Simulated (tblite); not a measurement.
Q: Give a GFN2-xTB geometry of `N#C[C]1C=CC=C1` [radical]. (Doublet state.)

A: 
```xyz
11
C6H4N angstrom
N      3.3466   -0.2309   -0.1646
C      2.1975   -0.1510   -0.1102
C      0.8171   -0.0557   -0.0436
C      0.0728    1.0948    0.3814
C     -1.2459    0.7772    0.3028
C     -1.3644   -0.5969   -0.1794
C     -0.1154   -1.0907   -0.3858
H      0.5123    2.0209    0.6978
H     -2.0791    1.4093    0.5472
H     -2.2962   -1.1078   -0.3352
H      0.1600   -2.0664   -0.7365
```

Any rigid rotation of these coordinates is as good. Atoms count from 1 in this order. The 7 heavy atoms lie in one plane (0.001 Å rms). The 6 C–C bonds span 1.359 Å (C4=C5, drawn double in one of several resonance forms) to 1.461 Å (C5–C6, drawn single), a spread of 0.102 Å. C5 (carbon bonded to 2 C and H) is planar (angles 127.0°, 124.4° and 108.5°, sum 360.0°, 0.00 Å off the plane of its three neighbours). C4 (carbon bonded to 2 C and H) is planar (angles 128.1°, 124.5° and 107.4°, sum 360.0°, 0.00 Å off the plane of its three neighbours).

Bonds between heavy atoms (Å): N1≡C2 1.153, C2–C3 1.385, C3–C4 1.435, C4=C5 1.359, C5–C6 1.461, C6=C7 1.359, C3–C7 1.435.

Computed geometry: GFN2-xTB, gas phase. This method treats the open shell by occupation alone, without spin polarisation.

Point group: C2v (tolerance 0.08 Å). Its GFN2-xTB frequencies are all real (lowest 132 cm⁻¹).
